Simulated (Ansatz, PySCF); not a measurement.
Molecule: KCl (charge 0, singlet). 
Coordinates optimised at B3LYP-D3(BJ)/def2-TZVP (Ansatz, a quantum-chemistry and plane-wave program):
```
K
Cl 1 2.7015
```

Total electronic energies in hartree. Correlated levels leave the core frozen unless marked. No spin-orbit coupling. Frozen are the shells of the preceding noble gas and the d and f shells that filled before the atom's block. The outer core of K, Ca and their heavier congeners is not correlated, a term that matters for these elements. Non-relativistic. Basis-set limits of correlation are two-point, X^-3; Hartree-Fock from the larger set.

| level | program | energy (Eh) |
|---|---|---|
| HF/def2-SVPD | Ansatz | -1058.52720 |
| HF/def2-QZVPP | Ansatz | -1058.77303 |
| PBE0-D3(BJ)/def2-TZVP | Ansatz + dftd3 | -1059.89191 |
| TPSSh-D3(BJ)/def2-TZVPD | PySCF + dftd3 | -1060.24572 |
| PW6B95-D4/def2-TZVPD | PySCF + dftd4 | -1060.99716 |
| PW6B95/def2-TZVPD | PySCF | -1060.99680 |
| B2PLYP/def2-TZVPD | Ansatz | -1059.88771 |
| CCSD/def2-QZVPPD | Ansatz | -1059.01170 |
| CCSD(T)/CBS(def2-TZVPPD,def2-QZVPPD) | Ansatz | -1059.0379 |

Totals of different functionals don't rank their quality; only differences between species are comparable.
